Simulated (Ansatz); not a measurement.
C₅H₁₅GeNSi, SMILES `C=C[N]([GeH3])[Si](C)(C)C`, 23 atoms. The species carries charge 0 and has multiplicity 1. Correlated methods include outer-core shells of Ge, which these sets cover unevenly. Scalar relativity is left out up to krypton. Hardware: A = 4 threads of an AMD EPYC 7R13 on a shared host and a share of an NVIDIA H100 80 GB; B = 4 threads of an AMD EPYC 7R13 on a shared host. Correlated methods freeze the cores.

**Question.** Give the basis size and wall time and peak host memory of each of these runs in Ansatz. RHF-CCSD(T)/def2-TZVPP energy [A]; RKS PBE0-D4/def2-SVP energy [B]; RHF-CCSD(T)/def2-SVP energy [A]; RKS PBE0-D4/def2-QZVPP energy [A]; RKS PBE0-D4/def2-TZVP relaxation (5 steps) [A]; direct RPA on PBE orbitals/def2-TZVPP energy [A]; RKS ωB97X-V/def2-TZVPP energy [A]; RKS revPBE-D4/def2-TZVPP energy [A]; RKS BHLYP-D4/def2-TZVPP energy [A]; RKS ωB97M-V/def2-QZVPP energy [A]; RKS ωB97M-V/def2-SVP energy [B]; RHF-MP2/def2-QZVPP energy [A]. (Estimate.)

**Answer.** Computed: Other jobs shared the machine, so times are rough.

| level | job | functions | wall time | peak host memory (GiB) |
| --- | --- | --- | --- | --- |
| RKS revPBE-D4/def2-TZVPP | energy [A] | 486 | 3.3 s | 1.1 |
| RHF-CCSD(T)/def2-SVP | energy [A] | 209 | 4.1 s | 0.81 |
| RKS ωB97X-V/def2-TZVPP | energy [A] | 486 | 4.2 s | 1.2 |
| RKS BHLYP-D4/def2-TZVPP | energy [A] | 486 | 4.8 s | 1.1 |
| direct RPA on PBE orbitals/def2-TZVPP | energy [A] | 486 | 4.9 s | 2.6 |
| RKS PBE0-D4/def2-SVP | energy [B] | 209 | 5.5 s | 1.1 |
| RKS PBE0-D4/def2-QZVPP | energy [A] | 951 | 6 s | 1.5 |
| RHF-MP2/def2-QZVPP | energy [A] | 951 | 9.5 s | 1.7 |
| RKS ωB97M-V/def2-QZVPP | energy [A] | 951 | 11 s | 1.7 |
| RKS ωB97M-V/def2-SVP | energy [B] | 209 | 13 s | 1.3 |
| RKS PBE0-D4/def2-TZVP | relaxation (5 steps) [A] | 361 | 19 s | 1.1 |
| RHF-CCSD(T)/def2-TZVPP | energy [A] | 486 | 67 s | 1 |
